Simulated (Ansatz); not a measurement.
```yaml
crystal:
  periodic: [false, false, false]
  atoms:
    - {symbol: C, position_ang: [-0.140020, 1.454134, -0.700795]}
    - {symbol: In, position_ang: [0.077925, -0.591066, 0.227354]}
    - {symbol: Cl, position_ang: [2.191885, -0.757321, 1.513008]}
    - {symbol: Se, position_ang: [-1.192426, -2.554336, 0.227428]}
    - {symbol: H, position_ang: [-0.870204, 1.504174, -1.347705]}
    - {symbol: H, position_ang: [-0.304755, 2.236434, 0.069643]}
    - {symbol: H, position_ang: [0.794424, 1.779911, -1.236847]}
    - {symbol: H, position_ang: [-0.309446, -3.244608, 1.049162]}
basis:
  gaussian: {orbitals: def2-mTZVPP, final_grid: {core_spheres: 20, valence_spheres: 16, degree: 47}}
total_charge: -1
magnetization: {spin_polarized: true, initial_magnetization: 1}
hamiltonian: {xc: {name: HF}}
correlation: {active_space: {window: {electrons: 2, orbitals: 1}}}
```

```sh
$ ansatz run in.yaml --threads 4 --pin off --events-out ev --progress --plain --max-ram 10444MiB
```

**Question.** How does Ansatz answer? (Best estimate.)

**Answer.** Ansatz gave: The input was rejected before any iteration.
```
Error: invalid value for `correlation.active_space`: it starts from restricted Hartree–Fock orbitals; set hamiltonian.xc: hf without magnetization.spin_polarized
```
